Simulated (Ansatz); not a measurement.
Program: Ansatz. Geometries: PBE0-D4/def2-TZVP. ΔE: electronic, gas phase. CCSD(T)/CBS is the MP2 limit (def2-TZVPP, def2-QZVPP) plus CCSD(T) − MP2 in def2-TZVPP, frozen cores. This one scheme is used for every species, atoms too. Functionals use def2-TZVPP. No spin–orbit coupling; open shells (•) take unrestricted orbitals. Bonds to Ga are less sure, by a few kJ/mol each and by 10 to 20 or more in all where they break to atoms, as the def2 sets lack core-valence functions. Scalar relativity is left out up to krypton. One conformer a species, not always the lowest.

Reaction (homolysis of the H–O bond): `[CH3][Ga]([CH3])[OH]` → H• + `[CH3][Ga]([CH3])[O]`•

```json
{"level": "ωB97X-V", "ΔE (eV)": "5.16"}
{"level": "ωB97M-V", "ΔE (eV)": "5.22"}
{"level": "CCSD(T)/def2-TZVPP", "ΔE (eV)": "5.22"}
{"level": "MP2/CBS(def2)", "ΔE (eV)": "5.60"}
```

Task: What does CCSD(T)/CBS give? (Best estimate.)

Result: The calculation gave: +5.36 eV. The listed levels differ from it by -0.20, -0.14, -0.14, 0.24 eV.

Largest T1 diagnostic among the species: 0.016.

In def2-TZVPP, CCSD(T) changes the Hartree–Fock value by +1.52 eV (the triples alone add +0.06 eV) and MP2 by +1.76 eV; breaking electron pairs costs correlation energy, which Hartree–Fock lacks.
